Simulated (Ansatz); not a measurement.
Abridged output of a molecular run in Ansatz:

```
Functional definition: HF
840 factors; integrals over basis functions are off by at most 8.6e-4 eV
mean field evaluation 1: about -23514.1773 eV, gradient 2.3e1 eV
mean field evaluation 2: about -23514.2613 eV, gradient 2.3e1 eV
mean field evaluation 4: about -23516.0631 eV, gradient 3.1e0 eV
mean field evaluation 8: about -23516.0976 eV, gradient 3.0e-1 eV
mean field -23516.09883809 eV, -864.2006925156 hartree, gradient 2.4e-6 eV, S^2 0.000000; 0 other end points of the search recorded, 0 dependent functions left out
13 core orbitals not correlated: weight in the atoms' cores, before any rotation towards them, 1.000 or more for the frozen orbitals, at most 0.000 for the correlated occupied ones
reference -23516.09883809 eV, -864.2006925156 hartree; 13, 13 occupied and 62, 62 virtual orbitals, 840 factors
second order -15.83610351 eV of doubles, -0.00000000 eV of singles
cycle   1  -16.35250408 eV  change   -5.2e-1 eV  update   1.0e-1
cycle   2  -16.76459145 eV  change   -4.1e-1 eV  update   3.3e-2
cycle   3  -16.88171093 eV  change   -1.2e-1 eV  update   2.1e-2
cycle   4  -16.88047128 eV  change    1.2e-3 eV  update   6.5e-3
cycle   5  -16.87667530 eV  change    3.8e-3 eV  update   3.5e-3
cycle   6  -16.87736660 eV  change   -6.9e-4 eV  update   1.3e-3
cycle   7  -16.87722178 eV  change    1.4e-4 eV  update   5.9e-4
cycle   8  -16.87717256 eV  change    4.9e-5 eV  update   2.0e-4
cycle   9  -16.87724495 eV  change   -7.2e-5 eV  update   6.8e-5
cycle  10  -16.87722750 eV  change    1.7e-5 eV  update   2.1e-5
perturbative correction -0.50715253 eV, -0.0186375116 hartree
Total energy: -23533.48321812 eV, -864.8395566980 hartree
```

Its atoms:

Z-matrix (Å, degrees):
```
Al
B 1 2.426
Cl 1 2.091 2 145.0
C 1 1.998 2 33.8 3 -0.2
H 1 1.571 2 94.1 3 179.9
H 2 1.173 1 109.0 3 -179.8
F 4 1.316 1 118.2 2 179.9
```

Q: Which basis set was used?
A. def2-SVPD
B. def2-TZVPPD
C. def2-SVP
D. def2-TZVPP

A: C. It gives 88 functions.

Q: Write the keys of the input that set method, charge and spin (a neutral closed shell needs none for the last two).

A: 
```yaml
correlation: {method: ccsd_t}
```
